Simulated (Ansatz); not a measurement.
Zn₃⁺, relaxed as a doublet with UKS B3LYP/def2-TZVP in Ansatz, starting from the GFN1-xTB geometry. Force threshold 0.02 eV/Å.

The relaxation made no stability test and no search for a lower SCF solution. The structure comes from a short search, and lower isomers may exist.

Start:

```xyz
3

Zn    0.1326   -1.8922   -0.5976
Zn    0.3409    0.5320   -0.7741
Zn   -0.4736    1.3601    1.3716
```

```json
{"step": "1", "energy (eV)": "-145256.8516", "largest force component (eV/Å)": "0.792", "SCF passes": "18"}
{"step": "2", "energy (eV)": "-145257.0488", "largest force component (eV/Å)": "0.374", "SCF passes": "26"}
{"step": "3", "energy (eV)": "-145257.1434", "largest force component (eV/Å)": "0.146", "SCF passes": "23"}
{"step": "4", "energy (eV)": "-145257.2015", "largest force component (eV/Å)": "0.081", "SCF passes": "25"}
{"step": "5", "energy (eV)": "-145257.2376", "largest force component (eV/Å)": "0.079", "SCF passes": "22"}
{"step": "6", "energy (eV)": "-145257.2583", "largest force component (eV/Å)": "0.047", "SCF passes": "21"}
{"step": "7", "energy (eV)": "-145257.2674", "largest force component (eV/Å)": "0.009", "SCF passes": "22"}
{"step": "8", "energy (eV)": "-145257.2677", "largest force component (eV/Å)": "0.006", "SCF passes": "24"}
```

Force components are those of the run's own axes.

End:

```xyz
3

Zn    0.421   -2.248   -1.367
Zn   -0.004   -0.006    0.008
Zn   -0.418    2.253    1.358
```

By distances, no bond broke or formed. The bond that changes most is Zn1–Zn2, from 2.44 to 2.66 Å (atoms count from 1).

The force fell under the threshold at step 7, but the optimiser went on. No frequencies were taken in this run, so the end may be a saddle point.

It took 20 s on 4 threads of Arm Neoverse V2 on a shared host.
